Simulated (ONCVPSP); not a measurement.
hydrogen: one change to an ONCV potential, before and after

hydrogen (H), optimised norm-conserving Vanderbilt (ONCV), made with ONCVPSP 4.0.1 (PBE, scalar-relativistic). Core none, reference 1s1. Waves: 1s: rc 0.90 bohr, ncon 4, nbas 8, qcut 7.6 1/bohr, 2 projectors, debl 0.5 Ha. Local part: polynomial inside 0.70 bohr (lpopt 1, dvloc0 0 Ha). Core correction: none.

All-electron outer shells of the reference configuration (PBE, scalar-relativistic, ld1.x):

| shell | level (eV) | outermost node (bohr) | outermost maximum (bohr) |
| --- | --- | --- | --- |
| 1s | -6.49 | – | 1.03 |

Change: s: rc 1.

Cutoffs: the cutoffs (Ha) at which the residual kinetic energy of the hardest occupied pseudo-wave falls to 1 and 0.1 mHa per electron; they do not see the model core or the augmentation charge, which bear on the density cutoff. Errors are all-electron minus pseudo energies relative to the spin-unpolarised reference configuration.

Q: What does the change do?

A: The potential gets softer (20 Ha and 31 Ha → 18 Ha and 26 Ha); neither file shows a bound ghost. A larger radius leaves more room for a smooth pseudo-wave, so fewer plane waves are needed.

| quantity | base | changed |
| --- | --- | --- |
| cutoff, loose | 20 Ha | 18 Ha |
| cutoff, tight | 31 Ha | 26 Ha |
| bound ghosts | none | none |
| GHOST(+) flags under 300 eV | none | none |
| error for 1s0.5, meV [ΔE 4.76 eV] | +0.6 | +0.9 |
